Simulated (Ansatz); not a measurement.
Molecule: BaCl2, net charge 1, doublet state. SMILES of the parent species: [Cl][Ba][Cl]

Atoms: Ba1, Cl2, Cl3. Bonds: Ba1-Cl2, Ba1-Cl3.

Bond lengths (Å) and angles (degrees) optimised at HF/6-31G* with LANL2DZ past Ar with Ansatz (an electronic-structure program); PBE/6-31G* with LANL2DZ past Ar with Ansatz; B3LYP/LANL2DZ with Ansatz; B3LYP/6-31G* with LANL2DZ past Ar with Ansatz; MP2/6-31G* with LANL2DZ past Ar with Ansatz, each started from the B3LYP-D3(BJ)/def2-TZVP structure (Ansatz) of the last column. A row stands for all coordinates that are equal there. 6-31G* holds six Cartesian d functions. No wavenumbers were computed at PBE/6-31G* with LANL2DZ past Ar, B3LYP/LANL2DZ, MP2/6-31G* with LANL2DZ past Ar, so these may be saddle points.

| coordinate | HF/6-31G* with LANL2DZ past Ar | PBE/6-31G* with LANL2DZ past Ar | B3LYP/LANL2DZ | B3LYP/6-31G* with LANL2DZ past Ar | MP2/6-31G* with LANL2DZ past Ar | B3LYP-D3(BJ)/def2-TZVP |
|---|---|---|---|---|---|---|
| Ba1-Cl2 | 3.054 | 3.019 | 3.072 | 3.024 | 3.062 | 2.806 |
| Cl2-Ba1-Cl3 | 52.4 | 55.2 | 55.1 | 54.8 | 51.9 | 57.5 |

Mean signed difference of all 2 bond lengths from B3LYP-D3(BJ)/def2-TZVP: HF/6-31G* with LANL2DZ past Ar 0.248 Å, PBE/6-31G* with LANL2DZ past Ar 0.213 Å, B3LYP/LANL2DZ 0.266 Å, B3LYP/6-31G* with LANL2DZ past Ar 0.219 Å, MP2/6-31G* with LANL2DZ past Ar 0.256 Å.
